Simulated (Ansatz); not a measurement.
An input meant for (H3Ge)2O (Ge₂OH₆) (charge 0, singlet; with a point charge).

```yaml
crystal:
  periodic: [true, true, true]
  atoms:
    - {symbol: Ge, position_ang: [1.495470, -0.025228, 0.571727]}
    - {symbol: H, position_ang: [2.096959, -0.606030, -0.722666]}
    - {symbol: H, position_ang: [2.405589, 1.050844, 1.171887]}
    - {symbol: H, position_ang: [1.228543, -1.157563, 1.581738]}
    - {symbol: O, position_ang: [-0.035307, 0.801722, 0.194215]}
    - {symbol: Ge, position_ang: [-1.499305, 0.114887, -0.550195]}
    - {symbol: H, position_ang: [-1.167971, -0.373777, -1.973085]}
    - {symbol: H, position_ang: [-2.004983, -1.062395, 0.305839]}
    - {symbol: H, position_ang: [-2.519005, 1.257550, -0.579460]}
basis:
  gaussian: {orbitals: aug-cc-pVDZ, point_charges: [{charge: -1.00, position_ang: [4.918, 0.464, 0.397]}]}
hamiltonian: {xc: {name: HF}, pseudopotentials: {relativity: scalar}}
correlation: {method: rpa}
scf: {lower_state_search: light}
```

```sh
$ ansatz run in.yaml --threads 4 --pin off --events-out ev --progress --plain --max-ram 3916MiB
```

Shortened log:

```
Error: YAML parse error: error: line 2 column 3: crystal: missing field `lattice` (a structure is typed as `lattice` and `atoms`, a molecule's as `atoms` in Å alone, or read from a run's directory, `checkpoint`)
 --> <input>:2:3
1 | crystal:
2 |   periodic: [true, true, true]
3 |   atoms:
4 |     - {symbol: Ge, position_ang: [1.495470, -0.025228, 0.571727]}
```

Q: What is wrong with this run?

A: The species is marked periodic without a cell. The program refused the input.
